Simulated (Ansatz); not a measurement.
Geometry optimisation, RKS PBE0-D4/def2-SVP in Ansatz 0.2.0.

The input (input.yaml):

```yaml
crystal:
  periodic: [false, false, false]
  atoms:
    - { symbol: C, position_ang: [-0.9935, 0.0389, 1.4289] }
    - { symbol: Si, position_ang: [-0.0035, -0.3666, -0.0652] }
    - { symbol: "N", position_ang: [1.3295, -1.496, 0.16] }
    - { symbol: S, position_ang: [-0.9941, -0.6762, -1.8749] }
    - { symbol: Sn, position_ang: [0.3238, 1.3352, -1.8568] }
    - { symbol: H, position_ang: [-1.4847, -0.8215, 1.8469] }
    - { symbol: H, position_ang: [-0.3794, 0.5835, 2.1817] }
    - { symbol: H, position_ang: [-1.8139, 0.7903, 1.0967] }
    - { symbol: H, position_ang: [0.9678, -2.3381, 0.6591] }
    - { symbol: H, position_ang: [1.9977, -1.0588, 0.9033] }
    - { symbol: H, position_ang: [1.7559, 1.1557, -2.7897] }
    - { symbol: H, position_ang: [-0.6287, 2.7984, -1.656] }
basis:
  gaussian: { orbitals: def2-SVP }
hamiltonian:
  xc: pbe0
  dispersion: d4
relax:
  f_tol: 0.015
  max_steps: 40
```

Command:

```bash
$ ansatz run input.yaml --threads 2 --pin off --max-ram 3072MiB --backend cpu --events-out ev --progress --plain --runs-dir out
```

Q: Where does it end, and by what steps?

A: It converged. After 15 steps the energy has fallen by 0.840 eV; H9 moved furthest, 1.15 Å.

| step | energy less start (eV) | largest force component (eV/Å) | accepted |
| --- | --- | --- | --- |
| 0 | 0.0000 | 2.511 | yes |
| 1 | -0.4771 | 1.108 | yes |
| 2 | -0.5609 | 0.638 | yes |
| 3 | -0.5882 | 0.882 | yes |
| 4 | -0.6466 | 0.343 | yes |
| 5 | -0.6509 | 1.703 | yes |
| 6 | -0.7114 | 0.617 | yes |
| 7 | -0.7448 | 0.427 | yes |
| 8 | -0.7999 | 0.833 | yes |
| 9 | -0.8226 | 0.518 | yes |
| 10 | -0.8239 | 0.212 | yes |
| 11 | -0.8385 | 0.095 | yes |
| 12 | -0.8397 | 0.044 | yes |
| 13 | -0.8401 | 0.024 | yes |
| 14 | -0.8402 | 0.016 | yes |
| 15 | -0.8402 | 0.008 | yes |

```xyz
12
Properties=species:S:1:pos:R:3
C -1.020 0.137 1.523
Si -0.051 -0.398 0.025
N 1.127 -1.550 0.483
S -0.977 -0.738 -1.818
Sn 0.446 1.424 -1.691
H -1.569 -0.726 1.933
H -0.355 0.533 2.307
H -1.745 0.917 1.251
H 1.655 -2.051 -0.221
H 1.604 -1.513 1.376
H 1.592 1.228 -2.961
H -0.629 2.681 -2.172
```

The run took 97 s on 2 threads of Arm Neoverse V1 (shared host), peak memory 0.34 GiB.
